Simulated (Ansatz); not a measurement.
Relaxation of C2H9FOSi2 (15 atoms, charge 0, multiplicity 1), to a largest force component of 0.02 eV/Å in at most 40 steps.

Level of theory: UKS B3LYP-D4/STO-3G in Ansatz.

```xyz
15
Properties=species:S:1:pos:R:3
C 0.734 -0.736 1.526
C 1.034 -0.242 0.099
O 2.223 -0.895 -0.263
F 1.467 1.087 0.164
Si -0.341 -0.393 -1.183
Si -1.989 1.135 -0.599
H 1.567 -0.538 2.188
H 0.477 -1.741 1.538
H -0.149 -0.107 1.973
H 2.890 -0.162 -0.332
H -0.918 -1.768 -1.161
H 0.171 -0.082 -2.527
H -1.539 2.545 -0.670
H -3.172 1.013 -1.508
H -2.476 0.832 0.786
```

Question: Where does it end, and by what steps?

Answer: It converged. Limits of this set-up: minimal basis. After 17 steps the energy has fallen by 0.879 eV; H10 moved furthest, 0.78 Å.

| step | energy less start (eV) | largest force component (eV/Å) | accepted |
| --- | --- | --- | --- |
| 0 | 0.0000 | 4.217 | yes |
| 1 | -0.7200 | 1.042 | yes |
| 2 | -0.7749 | 0.358 | yes |
| 3 | -0.7849 | 0.232 | yes |
| 4 | -0.7878 | 0.066 | yes |
| 5 | -0.7912 | 0.482 | yes |
| 6 | -0.8080 | 0.245 | yes |
| 7 | -0.8312 | 0.515 | yes |
| 8 | -0.8303 | 0.841 | no |
| 9 | -0.8573 | 0.251 | yes |
| 10 | -0.8719 | 0.111 | yes |
| 11 | -0.8567 | 0.391 | no |
| 12 | -0.8774 | 0.054 | yes |
| 13 | -0.8777 | 0.134 | yes |
| 14 | -0.8786 | 0.120 | yes |
| 15 | -0.8745 | 0.477 | no |
| 16 | -0.8790 | 0.052 | yes |
| 17 | -0.8793 | 0.012 | yes |

```xyz
15
Properties=species:S:1:pos:R:3
C 0.754 -0.615 1.494
C 1.107 -0.091 0.037
O 2.203 -0.877 -0.552
F 1.526 1.260 0.161
Si -0.384 -0.289 -1.183
Si -2.079 1.075 -0.590
H 1.629 -0.515 2.156
H 0.461 -1.675 1.454
H -0.076 -0.035 1.925
H 2.948 -0.775 0.152
H -0.792 -1.676 -1.145
H 0.086 0.005 -2.518
H -1.669 2.459 -0.624
H -3.203 0.919 -1.485
H -2.534 0.778 0.748
```

Whether the end is a true minimum wasn't checked by a vibrational analysis.

Time of the run: 97 s on 1 thread of Arm Neoverse V2, with other jobs on the host, peak memory 0.19 GiB.
